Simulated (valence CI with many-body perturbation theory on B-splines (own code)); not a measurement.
**Rb24+: electric-dipole lines**

Calculated by relativistic CI+MBPT: three valence electrons over a frozen Dirac-Fock core [Ne], a basis of 11 s, 11 p, 10 d, 8 f, 5 g, 2 h functions for each j, with the one-electron correlation potential Σ1 (screened to all orders), the two-electron term Σ2, the three-electron term Σ3, Breit, model QED; selected single and double excitations, second order for the rest, scaled by the run's own slope (own B-spline code, finite nucleus).

No measured spectrum was set against this ion. As an estimate, levels of excited configurations hold to 0.05 to 0.15 % of their energy, terms of the ground configuration to about 0.5 %.

Lines 151 to 200 of 576 in falling wavelength, among levels below 4510.8 × 10³ cm⁻¹, chosen from the strongest by gf and those to the six lowest levels. Wavelengths and rates use the calculated energies, so an error of 600 cm⁻¹ moves a line at 154.4 Å by 0.093 % and its rate by three times that or more. Electric multipoles are in the length gauge, E1 and E2 with the static RPA response of the core. Weak lines are less certain than strong ones. Lines between different terms over intervals too small for the method are left out, as are lines whose strength nearly cancels. Where a level lies close to another of its J and parity, the split of strength between their lines is uncertain. The highest levels of a list are the least certain.

Names give the largest LS component (configuration and term), which can be under half, so a name can repeat, a term be missing and a line seem to break the LS rules; names also repeat where a configuration has a term twice. Letters in brackets count levels of one name in rising energy.

```
λ vac (Å)                 Upper                 Lower   A (s⁻¹)  S (a.u.)
    154.4    3p 3d2 2G°_9/2 [b]         3s 3d2 2G_7/2  6.22e+09  1.13e-01
    154.2     3p2 3d 2D_3/2 [c]  3s 3p 3d 2F°_5/2 [b]  1.51e+10  1.09e-01
    154.1         3p2 3d 4F_7/2      3s 3p 3d 4F°_5/2  6.07e+09  8.77e-02
    153.9     3p2 3d 2D_3/2 [c]  3s 3p 3d 2P°_1/2 [a]  2.62e+10  1.89e-01
    153.8         3p2 3d 4D_5/2      3s 3p 3d 4F°_7/2  1.21e+10  1.30e-01
    153.5     3p2 3d 2D_5/2 [a]      3s 3p 3d 4D°_7/2  1.00e+10  1.08e-01
    153.5    3p 3d2 2F°_7/2 [b]     3p2 3d 2F_5/2 [b]  7.82e+09  1.12e-01
    153.3    3p 3d2 4D°_1/2 [c]         3s 3d2 4F_3/2  2.81e+10  1.00e-01
    153.2    3p 3d2 2G°_9/2 [a]     3p2 3d 2F_7/2 [b]  8.81e+09  1.56e-01
    153.2    3p 3d2 2G°_7/2 [a]     3p2 3d 2D_5/2 [a]  7.19e+09  1.02e-01
    153.1            3d3 2P_3/2    3p 3d2 2P°_3/2 [b]  1.81e+10  1.28e-01
    152.9     3p2 3d 2D_5/2 [b]  3s 3p 3d 2F°_7/2 [a]  3.13e+10  3.31e-01
    152.8     3p2 3d 2D_5/2 [a]      3s 3p 3d 4D°_5/2  1.21e+10  1.28e-01
    152.8     3p2 3d 2D_3/2 [a]      3s 3p 3d 4D°_5/2  1.05e+10  7.42e-02
    152.7     3p2 3d 2D_3/2 [b]  3s 3p 3d 2F°_5/2 [a]  2.77e+10  1.94e-01
    152.7       3p 3d2 4G°_11/2         3p2 3d 2G_9/2  5.06e+09  1.07e-01
    152.6         3p2 3d 4P_5/2      3s 3p 3d 4D°_3/2  6.59e+09  6.93e-02
    152.3    3p 3d2 2F°_5/2 [c]         3s 3d2 2G_7/2  3.28e+10  3.44e-01
    152.3           3p3 2P°_1/2         3s 3p2 2D_3/2  3.57e+10  1.24e-01
    152.0         3p2 3d 4D_7/2      3s 3p 3d 4F°_9/2  1.32e+10  1.83e-01
    152.0     3p2 3d 2P_3/2 [a]      3s 3p 3d 4F°_3/2  1.23e+10  8.52e-02
    152.0        3p 3d2 4D°_3/2         3s 3d2 4F_5/2  1.52e+10  1.05e-01
    152.0         3p2 3d 4P_5/2      3s 3p 3d 4P°_5/2  1.49e+10  1.55e-01
    151.7        3d3 2D_5/2 [b]    3p 3d2 2P°_3/2 [c]  4.00e+10  4.14e-01
    151.7         3s 3d2 2D_3/2  3s 3p 3d 2P°_1/2 [b]  1.80e+10  1.24e-01
    151.5        3p 3d2 4D°_3/2         3p2 3d 2S_1/2  8.51e+09  5.85e-02
    151.3        3d3 2D_3/2 [b]    3p 3d2 2P°_3/2 [c]  1.63e+10  1.12e-01
    151.0    3p 3d2 2F°_7/2 [d]     3p2 3d 2D_5/2 [c]  2.17e+10  2.96e-01
    150.9    3p 3d2 2P°_3/2 [b]         3s 3d2 2D_5/2  1.05e+10  7.16e-02
    150.9         3p2 3d 4P_3/2      3s 3p 3d 4D°_3/2  8.49e+09  5.75e-02
    150.6  3s 3p 3d 2F°_5/2 [b]         3s2 3d 2D_3/2  5.77e+10  5.83e-01
    150.2      3s 3p 3d 4F°_3/2         3s 3p2 4P_5/2  5.64e+08  3.78e-03
    149.9           3p3 2D°_5/2         3s 3p2 4P_3/2  7.47e+07  7.45e-04
    149.7         3p2 3d 4D_1/2      3s 3p 3d 4F°_3/2  2.40e+10  7.95e-02
    149.6     3p2 3d 2F_5/2 [b]      3s 3p 3d 2D°_3/2  1.45e+10  1.44e-01
    149.3           3p3 2P°_3/2         3s 3p2 2D_5/2  2.27e+10  1.49e-01
    148.9           3p3 2D°_3/2         3s 3p2 4P_1/2  6.56e+09  4.27e-02
    148.9    3p 3d2 2G°_7/2 [b]         3s 3d2 2G_9/2  5.04e+09  6.56e-02
    148.7      3s 3p 3d 4P°_5/2         3s 3p2 2D_3/2  3.82e+08  3.72e-03
    148.4    3p 3d2 2G°_7/2 [b]         3s 3d2 2G_7/2  1.33e+10  1.72e-01
    148.1      3s 3p 3d 4D°_3/2         3s 3p2 2D_3/2  2.04e+09  1.31e-02
    147.6            3d3 2F_5/2    3p 3d2 2F°_5/2 [c]  8.02e+09  7.63e-02
    147.6           3p3 4S°_3/2         3s 3p2 4P_3/2  2.10e+10  1.33e-01
    147.5     3p2 3d 2F_5/2 [b]  3s 3p 3d 2F°_5/2 [a]  8.84e+09  8.41e-02
    147.2        3d3 2D_5/2 [a]    3p 3d2 2D°_5/2 [c]  4.18e+10  3.95e-01
    147.2        3d3 2D_3/2 [b]    3p 3d2 2P°_1/2 [c]  3.98e+10  2.51e-01
    147.1      3s 3p 3d 4D°_1/2         3s 3p2 2D_3/2  3.20e+08  1.01e-03
    147.1            3d3 4F_5/2        3p 3d2 4D°_3/2  1.34e+10  1.26e-01
    146.8  3s 3p 3d 2P°_3/2 [a]         3s 3p2 2P_3/2  1.54e+10  9.64e-02
    146.8         3p2 3d 2G_9/2      3s 3p 3d 4F°_9/2  1.47e+10  2.29e-01
```
